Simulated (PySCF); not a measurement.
Job file and geometry (Å, from PBE0-D3(BJ)/def2-SVP) of an NMR shielding run on SMILES [SiH2](NCC)OC(C)C, C5H15NOSi, PySCF, GIAO mPW1PW91/pcSseg-1 NMR shielding, non-relativistic, gas phase; density fitting, a coarse starting grid and PySCF grid level 2 are the driver's defaults:

```
$ OMP_NUM_THREADS=1 python probes_run.py task.json out

{"job": {"kind": "nmr", "xc": "mPW1PW91", "basis": "pcSseg-1", "pop": false}, "charge": 0, "multiplicity": 1}
C     -4.166663     0.104330     0.465993
C     -2.707820    -0.215874     0.743222
N     -1.802597     0.632226    -0.002983
Si    -0.380233     0.121792    -0.810151
O      0.947652     0.047045     0.198936
C      2.296387     0.170858    -0.198874
C      3.082405     0.723432     0.974689
C      2.834148    -1.168314    -0.678079
H     -4.391405    -0.008975    -0.605388
H     -4.403481     1.142900     0.749987
H     -4.836413    -0.556835     1.037502
H     -2.501642    -1.262243     0.461362
H     -2.516705    -0.157118     1.832671
H     -1.902902     1.619710     0.209554
H     -0.046210     1.107473    -1.886450
H     -0.677857    -1.232351    -1.365526
H      2.365544     0.894486    -1.038362
H      2.670640     1.693643     1.288186
H      3.014253     0.033213     1.829950
H      4.143203     0.857930     0.715002
H      3.886912    -1.085516    -0.988590
H      2.254859    -1.543306    -1.535924
H      2.764312    -1.913689     0.129569
```

Problem. Write the output of this run.

Solution. 
```
coarse grid: 18504 points
cycle   1  E = -618.7898514156  dE =  5.960e-01  |g| = 7.992e-01  |ddm| = 4.001e+00
cycle   2  E = -618.6250847089  dE =  1.648e-01  |g| = 1.224e+00  |ddm| = 1.835e+00
cycle   3  E = -618.9150471235  dE = -2.900e-01  |g| = 1.430e-01  |ddm| = 1.318e+00
cycle   4  E = -618.9187448472  dE = -3.698e-03  |g| = 4.830e-02  |ddm| = 1.361e-01
cycle   5  E = -618.9192164562  dE = -4.716e-04  |g| = 1.377e-02  |ddm| = 4.312e-02
cycle   6  E = -618.9192537524  dE = -3.730e-05  |g| = 4.337e-03  |ddm| = 1.311e-02
cycle   7  E = -618.9192576689  dE = -3.917e-06  |g| = 5.076e-04  |ddm| = 3.243e-03
final grid: 170752 points
cycle   8  E = -618.9764803756  dE = -4.200e-05  |g| = 8.244e-03  |ddm| = 2.630e-02
cycle   9  E = -618.9764675003  dE =  1.288e-05  |g| = 1.164e-02  |ddm| = 1.399e-02
cycle  10  E = -618.9764950024  dE = -2.750e-05  |g| = 1.212e-03  |ddm| = 8.400e-03
cycle  11  E = -618.9764953039  dE = -3.015e-07  |g| = 1.826e-04  |ddm| = 1.166e-03
cycle  12  E = -618.9764953103  dE = -6.357e-09  |g| = 5.500e-05  |ddm| = 1.959e-04
cycle  13  E = -618.9764953109  dE = -5.834e-10  |g| = 1.794e-05  |ddm| = 5.662e-05
converged SCF energy = -618.9764953109

GIAO shielding tensors (ppm)
atom      isotropic    diamagn.    paramagn.     s11        s22        s33       span
  0 C      161.098     244.216     -83.119    142.896    156.908    183.489     40.593
  1 C      141.373     242.088    -100.714    120.673    135.821    167.626     46.952
  2 N      204.442     327.714    -123.272    184.712    200.230    228.385     43.672
  3 Si     380.588     884.288    -503.700    343.873    391.636    406.255     62.383
  4 O      238.330     407.138    -168.808    198.558    249.086    267.346     68.788
  5 C      116.612     238.024    -121.412     88.079    106.200    155.557     67.478
  6 C      156.198     247.071     -90.873    137.283    148.344    182.968     45.685
  7 C      156.328     248.051     -91.722    140.337    146.765    181.882     41.546
  8 H       30.153      27.624       2.529     26.615     28.571     35.272      8.658
  9 H       30.303      27.278       3.025     26.650     28.705     35.556      8.907
 10 H       30.267      25.392       4.875     26.101     27.304     37.397     11.296
 11 H       28.661      32.051      -3.391     23.510     30.076     32.396      8.886
 12 H       28.159      31.313      -3.154     21.903     28.561     34.012     12.109
 13 H       30.636      36.596      -5.960     22.957     30.487     38.463     15.505
 14 H       26.674      32.606      -5.932     22.762     26.143     31.118      8.356
 15 H       26.705      33.329      -6.624     22.296     26.760     31.059      8.763
 16 H       27.521      31.566      -4.045     24.886     27.234     30.444      5.557
 17 H       29.937      30.503      -0.566     26.008     28.206     35.597      9.588
 18 H       30.096      30.144      -0.048     27.452     28.396     34.439      6.986
 19 H       30.471      27.998       2.474     26.379     28.138     36.897     10.518
 20 H       30.381      28.285       2.097     26.276     28.020     36.847     10.571
 21 H       30.047      30.994      -0.946     25.705     29.143     35.294      9.588
 22 H       30.139      30.481      -0.342     27.845     28.158     34.414      6.570
```

Problem. Turn these shieldings into chemical shifts. Referencing at the same level of theory: ¹³C (183.54 ppm) and ²⁹Si (350.83 ppm) and ¹H (31.32 ppm) vs TMS; ¹⁵N (264.17 ppm) against NH3; H2O for ¹⁷O (333.30 ppm).

Solution. Averaging equivalent atoms: C 5: 66.9; C 1: 42.2; C 6/7: 27.3; C 0: 22.4; N 2: 59.7; Si 3: -29.8; O 4: 95.0; H 14/15: 4.63; H 16: 3.80; H 11/12: 2.91; H 17/18/19/20/21/22: 1.14; H 8/9/10: 1.08; H 13: 0.68 ppm. Experimental scales use liquid or dissolved standards, which lie at an offset from isolated NH3 (liquid NH3: subtract about 20 ppm) and H2O (liquid H2O: subtract about 36 ppm).

Size and cost of the density-fitted run: 218 basis functions, 33 s wall time on 1 thread of an Arm Neoverse V2, shared host; peak memory 0.92 GiB.
